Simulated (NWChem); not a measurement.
pyrimidine (C₄H₄N₂); SMILES c1cncnc1

```xyz
10

C      0.0000     0.0000    -1.3536
C     -1.1827     0.0000    -0.6180
N     -1.1895     0.0000     0.7123
C      0.0000     0.0000     1.3073
N      1.1895     0.0000     0.7123
C      1.1827     0.0000    -0.6180
H      0.0000     0.0000    -2.4452
H     -2.1587     0.0000    -1.1183
H      0.0000     0.0000     2.4042
H      2.1587     0.0000    -1.1183
```
Atoms are numbered in this order, from 1.

All runs: NWChem. Pople sets run with spherical d functions. The geometry was optimised at PBE0/def2-SVP. B3LYP is NWChem's, with the RPA form of VWN correlation. Ions are spin-unrestricted doublets at the neutral geometry; other ion states weren't tried.

Task: Order these by “ΔSCF minus −ε(HOMO) (eV)”, lowest first: B3LYP/3-21G; B3LYP/6-31G*; B3LYP/STO-3G; B3LYP/6-311++G**.

Result: B3LYP/6-311++G** (2.35), B3LYP/6-31G* (2.50), B3LYP/3-21G (2.61), B3LYP/STO-3G (3.09)
